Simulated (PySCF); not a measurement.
Solvent effects on NMR parameters

Numbering as in the mapped SMILES `[CH2:1]=[C:2]1[CH2:3][CH2:4][C@H:5]2[CH2:6][C@@H:7]1[C:8]2([CH3:9])[CH3:10]` (H(Xn): hydrogen on atom n). Ha(C6) is cis to C2 on the ring; Ha(C1) is cis to C3; Ha(C3), Ha(C4) are cis to C8 on the ring; Hb(C6) is trans to C2 on the ring; Hb(C1) is trans to C3; Hb(C3), Hb(C4) are trans to C8 on the ring.

GIAO PBE0/pcSseg-1 in PySCF 2.14 on one PBE0-D3(BJ)/def2-SVP conformer, non-relativistic, equivalent nuclei averaged. Solvents enter as an IEF-PCM continuum (cyclohexane with ε = 2.0) around the gas-phase geometry. Shifts are referred to TMS computed in the same medium.

Gas phase, δ in ppm: C2 161.0, C1 113.8, C7 52.8, C5 40.9, C8 40.8, C6 27.2, C10 27.1, C3 26.7, C4 26.1, C9 23.3, Ha(C1) 5.01, Hb(C1) 4.96, Hb(C3) 2.59, Hb(C6) 2.22. Dipole moment 0.67 D.

Problem. How does each δ change in the continuum?

Solution. 
| atoms | environment | Δδ, cyclohexane |
| --- | --- | --- |
| C2 | fully substituted alkene carbon | +1.9 |
| C1 | terminal =CH2 carbon | -0.6 |
| C7 | allylic sp3 CH | +0.3 |
| C5 | sp3 CH in a ring | +0.4 |
| C8 | quaternary sp3 carbon in a ring | +0.4 |
| C6 | sp3 CH2 in a ring | +0.1 |
| C10 | methyl carbon | +0.1 |
| C3 | allylic sp3 CH2 | +0.3 |
| C4 | sp3 CH2 in a ring | +0.2 |
| C9 | methyl carbon | +0.2 |
| Ha(C1) | hydrogen on a terminal =CH2 carbon | 0.00 |
| Hb(C1) | hydrogen on a terminal =CH2 carbon | 0.00 |
| Hb(C3) | hydrogen on an allylic sp3 CH2 | +0.02 |
| Hb(C6) | hydrogen on an sp3 CH2 in a ring | +0.03 |

Changes are relative to the gas phase. The dipole moment becomes 0.79 D in cyclohexane.

Problem. Which nuclei move most (in ppm), and what does the model miss?

Solution. C2 (fully substituted alkene carbon, +1.9 ppm) in cyclohexane. A continuum only polarises the solute; specific hydrogen bonds, the anisotropy of aromatic solvents and changes of geometry or conformer are outside it.
